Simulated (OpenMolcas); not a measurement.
# d1 ions of charge +4 down a group with 6 hydroxide ligands in octahedral coordination

```
Program             : OpenMolcas 26.06
Method              : SS-CASPT2, IPEA 0.25 Eh, imaginary shift 0.1 Eh
Spin-orbit coupling : RASSI with atomic mean-field integrals over the reference wave functions
```

The d shell is active; CASPT2 correlates the ligand valence shells and the outer metal core. Anionic complexes are neutralised by point charges behind the ligands. Distances were set from a Shannon-type radius of the metal (high-spin where two are listed) plus a fixed donor radius (OH 1.33 Å). Ligand basis ANO-RCC-VDZP, DKH2 Hamiltonian. Energies in cm-1 above the lowest state or level, χT in cm3 K/mol. Spin-only χT is S(S+1) / 2 for the spin of the ground state.

```tsv
Ion	Shell	R (Å)	Metal basis	Outer charge (e at Å behind ligand)	Ground state	First state of that spin	First gap with spin-orbit (degeneracies)	χT at 300 K	Spin-only χT
V4+	3d1	1.91	ANO-RCC-VDZP	0.33 at 2.8	2S+1 = 2	830	210 (2, 2)	0.368	0.375
Nb4+	4d1	2.01	ANO-RCC-VTZP	0.33 at 2.6	2S+1 = 2	800	420 (2, 2)	0.169	0.375
```

The rows also differ in their metal basis and outer charges, so part of each step comes from that.

χT departs most from the spin-only value for Nb4+, by -0.206 cm3 K/mol.

Over all roots computed the reference weight is 0.67 in V4+, 0.66 to 0.67 in Nb4+; a low but even weight reflects the number of correlated electrons. An orbital doublet at a regular site is open to a Jahn-Teller distortion, which this geometry leaves out. Ligand-to-metal charge-transfer states are missing. With one d shell and no ligand orbital active, 10Dq can be off by a tenth or more. The least metal-like active orbital is 78 % on the metal (Löwdin) and no ligand orbital is active, so the numbers are rough (holds for V4+). The least metal-like active orbital is 67 % on the metal (Löwdin) and no ligand orbital is active, so the numbers are rough (holds for Nb4+). No measured value stands beside these numbers; the geometry is a model, was not optimised and need not be the one that this ion takes.

A state without a sure symmetry label is named by its multiplicity alone.
